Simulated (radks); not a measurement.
Species: Re XXVI. Configuration: [Kr] 4d10 4f4 (the NIST ground configuration). Method: Dirac Kohn-Sham, Slater X-alpha with alpha = 0.667, spin-unpolarised, spherical densities, finite nucleus; open shells fill j = l - 1/2 first; Fermi nuclear charge, rms radius 5.3698 fm; computed with a radial shooting solver on a logarithmic mesh with Libxc functionals. Some entries of the table are withheld. Estimate them.

orbital,occ.,eigenvalue (eV),r(max) (bohr),<1/r> (bohr^-1)
1s1/2,2,-72255.32,0.01125,88.64
2s1/2,2,-13170.84,0.06478,(1)
2p1/2,2,-12642.30,0.04803,21.59
2p3/2,4,-11204.86,0.05498,18.03
3s1/2,2,-3655.379,0.1823,7.948
3p1/2,2,-3418.986,(2),7.867
3p3/2,4,-3105.603,(3),6.949
3d3/2,4,-2706.528,0.1445,6.839
3d5/2,6,-2638.542,0.1484,6.624
4s1/2,2,-1332.151,0.4053,3.506
4p1/2,2,-1232.091,0.4030,(4)
4p3/2,4,-1149.258,0.4298,(5)
4d3/2,4,(6),0.4195,2.952
4d5/2,6,(7),0.4273,2.882
4f5/2,4,-760.2642,(8),2.642
4f7/2,0,-756.2243,(9),2.618

Answer. 
(1) 2s1/2 <1/r> (bohr^-1): 21.61
(2) 3p1/2 r(max) (bohr): 0.1705
(3) 3p3/2 r(max) (bohr): 0.1847
(4) 4p1/2 <1/r> (bohr^-1): 3.416
(5) 4p3/2 <1/r> (bohr^-1): 3.108
(6) 4d3/2 eigenvalue (eV): -983.8265
(7) 4d5/2 eigenvalue (eV): -967.2367
(8) 4f5/2 r(max) (bohr): 0.3691
(9) 4f7/2 r(max) (bohr): 0.3722
